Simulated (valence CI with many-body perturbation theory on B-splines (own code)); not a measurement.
Values are calculated unless marked as measured or tabulated.
## Level structure of Pr54+

Level of theory: valence CI with perturbative core correlation (CI+MBPT): three valence electrons over a frozen Dirac-Fock core [He], a basis of 11 s, 11 p, 9 d, 7 f, 5 g, 2 h, 1 i functions for each j, with the one-electron correlation potential Σ1, the two-electron term Σ2, the three-electron term Σ3, Breit, model QED; selected CI, second order for the rest (own B-spline code, finite nucleus).

No measured spectrum was set against this ion. As an estimate, large intervals hold to a few tenths of a per cent, small ones and those within an open d or f shell to about a per cent.

Levels 1 to 45 of 102, with energies above the lowest level, (2s^2 2p1/2) J=1/2. "Leading %" is the weight of the configuration and term that name the level; weights of strongly mixed levels are sums over their largest components and can fall short. In the jj column 3d3/2^4 stands for four electrons in 3d with j = 3/2.

```csv
No.,Configuration,Term,J,E (eV),Leading %,Second component,Leading jj
1,2s²2p,²P°,1/2,0.0,100,,2s^2 2p1/2 (100 %)
2,2s2p²,⁴P,1/2,187.3,55,29 % 2s2p² ²S,2s 2p1/2^2 (99 %)
3,2s²2p,²P°,3/2,529.3,99,,2s^2 2p3/2 (99 %)
4,2s2p²,⁴P,3/2,659.9,91,6 % 2s2p² ²D,2s 2p1/2 2p3/2 (100 %)
5,2s2p²,²D,5/2,694.4,59,41 % 2s2p² ⁴P,2s 2p1/2 2p3/2 (99 %)
6,2s2p²,²P,1/2,749.1,70,29 % 2s2p² ⁴P,2s 2p1/2 2p3/2 (98 %)
7,2s2p²,²D,3/2,750.0,64,35 % 2s2p² ²P,2s 2p1/2 2p3/2 (100 %)
8,2p³,²P°,3/2,948.2,47,27 % 2p³ ²D°,2p1/2^2 2p3/2 (98 %)
9,2s2p²,⁴P,5/2,1207.3,59,40 % 2s2p² ²D,2s 2p3/2^2 (99 %)
10,2s2p²,²S,1/2,1289.4,69,17 % 2s2p² ⁴P,2s 2p3/2^2 (99 %)
11,2s2p²,²P,3/2,1290.3,63,30 % 2s2p² ²D,2s 2p3/2^2 (99 %)
12,2p³,⁴S°,3/2,1441.6,55,45 % 2p³ ²D°,2p1/2 2p3/2^2 (100 %)
13,2p³,²D°,5/2,1462.5,100,,2p1/2 2p3/2^2 (100 %)
14,2p³,²P°,1/2,1505.1,100,,2p1/2 2p3/2^2 (100 %)
15,2p³,²P°,3/2,2006.1,53,28 % 2p³ ²D°,2p3/2^3 (100 %)
16,2s²3s,²S,1/2,6322.7,97,,2s^2 3s (97 %)
17,2s²3p,²P°,1/2,6386.7,96,,2s^2 3p1/2 (96 %)
18,2s2p3s,⁴P°,1/2,6448.6,86,13 % 2s2p3s ²P°,2s 2p1/2 3s (98 %)
19,2s2p3s,⁴P°,3/2,6468.8,60,37 % 2s2p3s ²P°,2s 2p1/2 3s (96 %)
20,2s2p3s,²P°,1/2,6492.3,94,5 % 2s2p3s ⁴P°,2s 2p1/2 3s (98 %)
21,2s2p3p,⁴D,1/2,6502.6,72,20 % 2s2p3p ²P,2s 2p1/2 3p1/2 (100 %)
22,2s2p3p,⁴D,3/2,6524.6,42,30 % 2s2p3p ²D,2s 2p1/2 3p1/2 (98 %)
23,2s²3p,²P°,3/2,6545.0,95,,2s^2 3p3/2 (95 %)
24,2s2p3p,⁴P,1/2,6556.6,48,29 % 2s2p3p ²S,2s 2p1/2 3p1/2 (99 %)
25,2s²3d,²D,3/2,6590.9,97,,2s^2 3d3/2 (97 %)
26,2s²3d,²D,5/2,6633.8,96,,2s^2 3d5/2 (96 %)
27,2p²3s,⁴P,1/2,6665.8,28,18 % 2p²3s ²S,2p1/2^2 3s (62 %)
28,2s2p3p,⁴P,3/2,6668.2,31,27 % 2s2p3p ⁴D,2s 2p1/2 3p3/2 (100 %)
29,2s2p3p,⁴D,5/2,6693.3,46,35 % 2s2p3p ²D,2s 2p1/2 3p3/2 (97 %)
30,2s2p3p,²D,3/2,6696.1,44,21 % 2s2p3p ²P,2s 2p1/2 3p3/2 (99 %)
31,2s2p3d,⁴F°,3/2,6704.3,72,12 % 2s2p3d ²D°,2s 2p1/2 3d3/2 (100 %)
32,2s2p3p,²P,1/2,6713.5,26,19 % 2p²3s ⁴P,2s 2p1/2 3p3/2 (62 %)
33,2p²3p,²P°,1/2,6722.7,30,27 % 2p²3p ⁴D°,2p1/2^2 3p1/2 (68 %)
34,2s2p3d,⁴F°,5/2,6728.0,50,22 % 2s2p3d ²F°,2s 2p1/2 3d3/2 (95 %)
35,2s2p3d,⁴D°,3/2,6743.7,29,22 % 2s2p3d ²P°,2s 2p1/2 3d3/2 (96 %)
36,2s2p3d,⁴D°,1/2,6755.4,39,17 % 2s2p3d ²P°,2s 2p1/2 3d3/2 (68 %)
37,2s2p3d,⁴P°,5/2,6758.3,36,28 % 2s2p3d ⁴D°,2s 2p1/2 3d5/2 (97 %)
38,2s2p3d,⁴F°,7/2,6780.3,39,36 % 2s2p3d ²F°,2s 2p1/2 3d5/2 (99 %)
39,2s2p3d,²F°,5/2,6791.0,53,20 % 2s2p3d ²D°,2s 2p1/2 3d5/2 (97 %)
40,2s2p3d,²D°,3/2,6791.2,41,39 % 2s2p3d ²P°,2s 2p1/2 3d5/2 (94 %)
41,2p²3p,²P°,3/2,6899.9,32,21 % 2p²3p ⁴D°,2p1/2^2 3p3/2 (96 %)
42,2p²3d,²D,3/2,6934.2,41,33 % 2p²3d ⁴F,2p1/2^2 3d3/2 (98 %)
43,2s2p3s,⁴P°,5/2,6978.8,100,,2s 2p3/2 3s (100 %)
44,2p²3d,²D,5/2,6988.4,34,19 % 2p²3d ⁴D,2p1/2^2 3d5/2 (98 %)
45,2s2p3s,²P°,3/2,6999.1,78,22 % 2s2p3s ⁴P°,2s 2p3/2 3s (99 %)
```

The ionisation energy to 2s² ¹S0 of the next ion comes out as 11257 eV (NIST: 11262 ± 5 eV (theoretical)). All 102 levels together are meant to be complete up to 7521.8 eV.
